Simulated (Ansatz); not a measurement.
System: C4H3O2, net charge -1, singlet state. It need not be the lowest isomer of its formula. Whether it binds its extra electron was not tested at this geometry. 
Coordinates optimised at B3LYP-D3(BJ)/def2-TZVP (Ansatz, a first-principles code):
SMILES: Oc1cc[c-]o1
```xyz
9

O      1.8699     0.5310    -0.4866
C      0.5536     0.2393    -0.1950
C     -0.5914     0.8865    -0.4998
C     -1.6265     0.0607     0.0993
C     -1.1163    -1.0459     0.7423
O      0.3398    -0.8735     0.5129
H      2.3715    -0.1876    -0.0833
H     -0.6790     1.8044    -1.0614
H     -2.6867     0.2791     0.0532
```
Charge -1, spin multiplicity 1.

Parts of the frozen-core correlation energy in cc-pV5Z (Ansatz, hartree). Frozen orbitals: 6; correlated occupied orbitals by spin: 16 and 16; virtual: 689 and 689. No spin-orbit coupling. No relativistic terms.

| term | value |
|---|---|
| reference (HF) | -302.97957 |
| MP2 opposite-spin | -0.91604 |
| MP2 same-spin | [?] |
| CCSD correlation | [?] |
| (T) | [?] |
| T1 diagnostic | 0.015 |
| largest doubles amplitude | 0.036 |

**Question.** What belongs in the gaps?

**Answer.** 
- MP2 same-spin, value: -0.30580
- CCSD correlation, value: -1.20871
- (T), value: -0.06418
